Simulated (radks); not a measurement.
The barium ion Ba3+, 53 electrons, occupied as [Kr] 4d8 5s2 5p5 4f2 (not the ground configuration).

All-electron calculation, scalar-relativistic Kohn-Sham, exchange-only LDA, spin-polarised, spherical densities, point nucleus; open shells are filled with parallel spins first (spin-orbit coupling, left out, can overturn this in heavy ions). Program: a radial shooting solver on a logarithmic mesh with Libxc functionals.

Energy parts (eV):
total: -220831.50
kinetic: 233200.43
electron-nucleus: -533058.59
Hartree: 84050.86
exchange: -5024.20

Orbitals (lengths in bohr, moments of r in powers of bohr; <r^-3> diverges for s and p1/2):
| orbital | occ. | eigenvalue (eV) | <r^2> | <r> | <r^-3> |
|---|---|---|---|---|---|
| 1s up | 1 | -37258.89 | 0.0008898 | 0.02560 | - |
| 1s down | 1 | -37258.78 | 0.0008897 | 0.02560 | - |
| 2s up | 1 | -5922.681 | 0.01423 | 0.1098 | - |
| 2s down | 1 | -5921.763 | 0.01423 | 0.1098 | - |
| 2p up | 3 | -5317.776 | 0.01130 | 0.09621 | 7020 |
| 2p down | 3 | -5317.010 | 0.01130 | 0.09621 | 7021 |
| 3s up | 1 | -1276.139 | 0.09758 | 0.2922 | - |
| 3s down | 1 | -1274.983 | 0.09747 | 0.2921 | - |
| 3p up | 3 | -1082.249 | 0.09754 | 0.2901 | 1382 |
| 3p down | 3 | -1081.048 | 0.09741 | 0.2899 | 1383 |
| 3d up | 5 | -800.3597 | 0.08377 | 0.2664 | 190.4 |
| 3d down | 5 | -799.0752 | 0.08363 | 0.2662 | 190.6 |
| 4s up | 1 | -275.9671 | 0.5082 | 0.6712 | - |
| 4s down | 1 | -271.7256 | 0.5079 | 0.6709 | - |
| 4p up | 3 | -212.9832 | 0.5750 | 0.7112 | 295.1 |
| 4p down | 3 | -208.7307 | 0.5751 | 0.7111 | 295.2 |
| 4d up | 5 | -121.3416 | 0.7215 | 0.7889 | 33.05 |
| 4d down | 3 | -117.1355 | 0.7243 | 0.7900 | 33.01 |
| 5s up | 1 | -59.3839 | 2.762 | 1.570 | - |
| 5s down | 1 | -56.7069 | 2.833 | 1.589 | - |
| 5p up | 3 | -43.0855 | 3.608 | 1.790 | 47.05 |
| 5p down | 2 | -40.8221 | 3.744 | 1.823 | 44.71 |
| 4f up | 2 | -26.3837 | 1.690 | 1.150 | 3.438 |
| 4f down | 0 | -22.8570 | 1.893 | 1.206 | 3.276 |
| 5d up | 0 | -22.4460 | 6.705 | 2.428 | 3.437 |
| 5d down | 0 | -21.0411 | 7.211 | 2.516 | 3.098 |
| 6s up | 0 | -19.4544 | 13.49 | 3.481 | - |
| 6s down | 0 | -18.7611 | 14.13 | 3.562 | - |
| 6p up | 0 | -15.1212 | 18.43 | 4.064 | 9.972 |
| 6p down | 0 | -14.6084 | 19.40 | 4.169 | 9.389 |
| 5f up | 0 | -8.7906 | 27.35 | 4.893 | 0.2313 |
| 5f down | 0 | -8.4491 | 30.27 | 5.151 | 0.2284 |

The highest occupied level is 4f up at -26.384 eV. The density falls to 0.001 e/bohr^3 at r = 3.56 bohr. Summed over all electrons, <r^2> = 39.25 bohr^2, which gives a Langevin (diamagnetic) susceptibility term of -31.1 x 10^-6 cm^3/mol.
